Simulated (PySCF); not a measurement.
Ionisation energy of Ga by level of theory

Ga [Ar] 3d10 4s2 4p1 (2P) → Ga⁺ [Ar] 3d10 4s2 (1S), as a difference of total energies. All numbers are calculated (PySCF 2.14, scalar relativity through the core potential, in aug-cc-pVQZ-PP with ECP10MDF (7s6p5d3f2g, 89 functions)). Correlated levels: valence: 3s2 3p6 3d10 frozen. The calculations carry no spin-orbit coupling.

```json
{"method": "UHF", "ionisation energy (eV)": "5.535", "error (eV)": "-0.396"}
{"method": "LDA", "ionisation energy (eV)": "6.002", "error (eV)": "+0.071"}
{"method": "PBE", "ionisation energy (eV)": "5.928", "error (eV)": "-0.003"}
{"method": "PBE0", "ionisation energy (eV)": "5.958", "error (eV)": "+0.027"}
{"method": "r2SCAN", "ionisation energy (eV)": "6.091", "error (eV)": "+0.160"}
{"method": "LC-wPBE", "ionisation energy (eV)": "6.046", "error (eV)": "+0.115"}
{"method": "BLYP", "ionisation energy (eV)": "5.808", "error (eV)": "-0.123"}
{"method": "CAM-B3LYP", "ionisation energy (eV)": "5.975", "error (eV)": "+0.044"}
{"method": "B97-3", "ionisation energy (eV)": "5.768", "error (eV)": "-0.163"}
{"method": "MP2 (valence)", "ionisation energy (eV)": "5.768", "error (eV)": "-0.163"}
{"method": "SCS-MP2 (valence)", "ionisation energy (eV)": "5.752", "error (eV)": "-0.179"}
```

Reference: 5.931 eV (measured; NIST levels, between the centres of gravity of the two terms).

Errors of the correlated levels include the incompleteness of this basis and the frozen core.
